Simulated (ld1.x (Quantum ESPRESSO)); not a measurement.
Which change was made? (Al, ultrasoft)

- Element: Al (Z = 13)
- Generator: ld1.x (Quantum ESPRESSO) 7.5
- Type: ultrasoft
- Functional: PBEsol
- Relativity: scalar-relativistic
- Frozen core: [Ne]
- Valence charge: 3
- Reference configuration: 3s2 3p1
- Partial waves: 3s (bound): rcut 1.70, rcutus 2.30 bohr; 3s channel at 0.15 Ry: rcut 1.70, rcutus 2.30 bohr; 3p (bound): rcut 1.55, rcutus 2.15 bohr; 3p channel at 0.2 Ry: rcut 1.55, rcutus 2.15 bohr; 3d channel at 0.4 Ry: rcut 1.65, rcutus 1.95 bohr; 3d channel at 3.15 Ry: rcut 1.65, rcutus 1.95 bohr
- Local potential: all-electron potential smoothed inside 1.90 bohr (lloc = -2)
- Core correction: a·sin(br)/r model core inside 1.40 bohr
- Augmentation charge: built from norm-conserving waves at rcut, not smoothed further

Cutoffs, loose and tight: the cutoffs (Ry, on a coarse ladder) from which the occupation-weighted sum of valence levels, in a spherical-Bessel basis at the reference potential, stays within 10 and 1 mRy of its value at 400 Ry. They do not see the model core or the augmentation charge, which bear on the density cutoff. Test errors are all-electron minus pseudo excitation energies from the reference, over the configurations 3s2 3p0; 3s1 3p0; 3s2 3p0.5; 3s0 3p3; 3s1 3p2; 3s2 3p1.3; 3s1 3p1; variants that change the core or the reference have their own tests.

The base gives: outcome: generated; cutoff, loose: 6 Ry; cutoff, tight: 6 Ry; bound ghosts: none; largest test error (meV): +1.6.

Task: After one change the result is: outcome: generated; cutoff, loose: 6 Ry; cutoff, tight: 8 Ry; bound ghosts: none; largest test error (meV): -23. Which change was it?
A. all radii but the core radius scaled by about 1.35 (s 3.10, p 2.90, d 2.64 bohr, rcut 2.30/2.10/2.22); local potential all-electron potential smoothed inside 2.56 bohr (lloc = -2)
B. all radii but the core radius scaled by about 1.24 (s 2.84, p 2.66, d 2.42 bohr, rcut 2.10/1.92/2.04); local potential all-electron potential smoothed inside 2.36 bohr (lloc = -2)
C. all radii but the core radius scaled by about 0.78 (s 1.78, p 1.66, d 1.52 bohr, rcut 1.32/1.20/1.28); local potential all-electron potential smoothed inside 1.48 bohr (lloc = -2)

Result: A. The others give: all radii but the core radius scaled by about 1.24 (s 2.84, p 2.66, d 2.42 bohr, rcut 2.10/1.92/2.04); local potential all-electron potential smoothed inside 2.36 bohr (lloc = -2) → outcome: generated; cutoff, loose: 6 Ry; cutoff, tight: 8 Ry; bound ghosts: none; largest test error (meV): -9.3 | all radii but the core radius scaled by about 0.78 (s 1.78, p 1.66, d 1.52 bohr, rcut 1.32/1.20/1.28); local potential all-electron potential smoothed inside 1.48 bohr (lloc = -2) → outcome: generated; cutoff, loose: 8 Ry; cutoff, tight: 12 Ry; bound ghosts: p; largest test error (meV): +3.6.
